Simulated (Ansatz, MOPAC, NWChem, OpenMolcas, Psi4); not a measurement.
# A ladder of methods for CH2GeN (SMILES N#[C][GeH2])

CH2GeN, doublet, SMILES `N#[C][GeH2]`. Each level relaxes the structure for itself.

Each level gives the zero-point energy at each level's own minimum (kJ/mol). The values are calculated.

```tsv
level	kind	program	value (kJ/mol)
MNDO	semi-empirical	MOPAC	60.3
PM6	semi-empirical	MOPAC	59.6
PM7	semi-empirical	MOPAC	57.1
PM7-	semi-empirical	MOPAC	57.1
UHF/3-21G	Hartree–Fock	OpenMolcas	60.9
UHF/6-31G* (Cartesian functions)	Hartree–Fock	OpenMolcas	61.7
UPBE0/def2-SVP	global hybrid	NWChem	58.3
UPBE0-D4/def2-TZVP	global hybrid	Ansatz	58.0
UMP2/def2-SVP (density fitting, density fitting for correlation)	perturbation theory	Psi4	68.5
```

All-electron rows without a relativistic Hamiltonian named are non-relativistic. Harmonic and unscaled. The values span 57.1 to 68.5 kJ/mol. In the correlated wave-function rows the outer d shell of Ge is correlated, in sets not made for it.
